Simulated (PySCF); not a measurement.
C$_{3}$HCl$_{2}$F, singlet, at a GFN2-xTB geometry; DF-HF/cc-pV(D+d)Z run with PySCF.

PySCF was given this input:
```python
from pyscf import gto, scf

mol = gto.Mole()
mol.atom = '''
    F    -2.94103472   -0.09637382    0.90442797
    C    -2.19314411   -0.00910624   -0.20343429
    C    -0.89474762    0.00307524   -0.17797747
    C     0.40240022    0.01341349   -0.12692653
    Cl    1.35037674   -1.42498642   -0.22089875
    Cl    1.31915227    1.47055915   -0.01389218
    H    -2.79973158    0.04833319   -1.09837613
'''
mol.basis = 'cc-pv(d+d)z'
mol.verbose = 4
mol.max_memory = 1800
mol.build()

mf = scf.RHF(mol)
mf = mf.density_fit(auxbasis='def2-universal-jkfit')
mf.kernel()
```

**Question.** Predict the main parts of the log of this PySCF run.

**Answer.** 
```
PySCF version 2.14.0

[INPUT] verbose = 4
[INPUT] num. atoms = 7
[INPUT] num. electrons = 62
[INPUT] charge = 0
[INPUT] spin (= nelec alpha-beta = 2S) = 0
[INPUT] symmetry False subgroup None
[INPUT] Mole.unit = angstrom
[INPUT] Symbol           X                Y                Z      unit          X                Y                Z       unit  Magmom
[INPUT]  1 F     -2.941034720000  -0.096373820000   0.904427970000 AA   -5.557750143637  -0.182120125378   1.709121162696 Bohr   0.0
[INPUT]  2 C     -2.193144110000  -0.009106240000  -0.203434290000 AA   -4.144441719603  -0.017208299625  -0.384435092445 Bohr   0.0
[INPUT]  3 C     -0.894747620000   0.003075240000  -0.177977470000 AA   -1.690827952406   0.005811361367  -0.336328674643 Bohr   0.0
[INPUT]  4 C      0.402400220000   0.013413490000  -0.126926530000 AA    0.760426208265   0.025347822475  -0.239856379641 Bohr   0.0
[INPUT]  5 Cl     1.350376740000  -1.424986420000  -0.220898750000 AA    2.551842203583  -2.692834065024  -0.417438138759 Bohr   0.0
[INPUT]  6 Cl     1.319152270000   1.470559150000  -0.013892180000 AA    2.492836506898   2.778954043473  -0.026252415473 Bohr   0.0
[INPUT]  7 H     -2.799731580000   0.048333190000  -1.098376130000 AA   -5.290725908496   0.091336491827  -2.075630067460 Bohr   0.0

nuclear repulsion = 309.33337228995
number of shells = 20
number of NR pGTOs = 203
number of NR cGTOs = 107
basis = cc-pv(d+d)z
ecp = {}

******** <class 'pyscf.df.df_jk.DFRHF'> ********
method = DFRHF
initial guess = minao
damping factor = 0
level_shift factor = 0
DIIS = <class 'pyscf.scf.diis.CDIIS'>
diis_start_cycle = 1
diis_space = 8
diis_damp = 0
SCF conv_tol = 1e-09
SCF conv_tol_grad = None
SCF max_cycles = 50
direct_scf = False
Set gradient conv threshold to 3.16228e-05
Initial guess from minao.
******** <class 'pyscf.df.df.DF'> ********
auxbasis = def2-universal-jkfit
init E= -1133.83630262642
  HOMO = -0.241734661037292  LUMO = 0.0467598445487164  gap/eV = 7.85034
cycle= 1 E= -1132.39054820014  delta_E= 1.45  |g|= 0.742  |ddm|= 4.72
  HOMO = -0.439862994794589  LUMO = 0.00971763416378124  gap/eV = 12.23371
cycle= 2 E= -1132.49145469927  delta_E= -0.101  |g|= 0.509  |ddm|= 2.12
  HOMO = -0.384344587276917  LUMO = 0.100312125640014  gap/eV = 13.18818
cycle= 3 E= -1132.54484250504  delta_E= -0.0534  |g|= 0.078  |ddm|= 0.858
  HOMO = -0.388289196592614  LUMO = 0.106637243309719  gap/eV = 13.46763
cycle= 4 E= -1132.54747902186  delta_E= -0.00264  |g|= 0.0361  |ddm|= 0.225
  HOMO = -0.386378722003819  LUMO = 0.109453359644899  gap/eV = 13.49228
cycle= 5 E= -1132.54805463486  delta_E= -0.000576  |g|= 0.0101  |ddm|= 0.101
  HOMO = -0.387872935511933  LUMO = 0.108344302492075  gap/eV = 13.50276
cycle= 6 E= -1132.54812118628  delta_E= -6.66e-05  |g|= 0.00455  |ddm|= 0.0302
  HOMO = -0.387693396703308  LUMO = 0.108814863663174  gap/eV = 13.51068
cycle= 7 E= -1132.54813381435  delta_E= -1.26e-05  |g|= 0.00145  |ddm|= 0.014
  HOMO = -0.387568228683714  LUMO = 0.108962329424376  gap/eV = 13.51128
cycle= 8 E= -1132.54813546845  delta_E= -1.65e-06  |g|= 0.000447  |ddm|= 0.00574
  HOMO = -0.387645062685048  LUMO = 0.108899161941324  gap/eV = 13.51166
cycle= 9 E= -1132.54813558929  delta_E= -1.21e-07  |g|= 0.00014  |ddm|= 0.00181
  HOMO = -0.387631257951582  LUMO = 0.108906248300371  gap/eV = 13.51147
cycle= 10 E= -1132.54813560058  delta_E= -1.13e-08  |g|= 6.27e-05  |ddm|= 0.000459
  HOMO = -0.387634274335492  LUMO = 0.108901515185321  gap/eV = 13.51143
cycle= 11 E= -1132.5481356028  delta_E= -2.22e-09  |g|= 1.1e-05  |ddm|= 0.00022
  HOMO = -0.387636211693639  LUMO = 0.108899938523191  gap/eV = 13.51144
cycle= 12 E= -1132.5481356029  delta_E= -9.28e-11  |g|= 2.72e-06  |ddm|= 4.77e-05
  HOMO = -0.387636088516562  LUMO = 0.108899990359343  gap/eV = 13.51143
Extra cycle  E= -1132.5481356029  delta_E= -1.59e-12  |g|= 1.12e-06  |ddm|= 7.26e-06
converged SCF energy = -1132.5481356029
```
